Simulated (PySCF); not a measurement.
C10H7N3, SMILES C12N3C(=CC=N2)C=CN=C3C=CC=1.

The structure is a stationary point at PBE-D3(BJ)/def2-SVP.

Level of theory: CAM-B3LYP/def2-SVP (PySCF).

Symmetry labels are those of the subgroup C2v that the program uses (full group C2v).

Computed valence orbital energies around the gap with their symmetry:
| orbital | symmetry | energy (eV) |
|---|---|---|
| HOMO−7 | A1 | -11.96 |
| HOMO−6 | B1 | -11.69 |
| HOMO−5 | B1 | -10.90 |
| HOMO−4 | B1 | -9.61 |
| HOMO−3 | A1 | -9.51 |
| HOMO−2 | A2 | -9.15 |
| HOMO−1 | B2 | -8.88 |
| HOMO | A2 | -6.10 |
| LUMO | B1 | -1.06 |
| LUMO+1 | B1 | 0.01 |
| LUMO+2 | A2 | 0.32 |
| LUMO+3 | A1 | 2.81 |
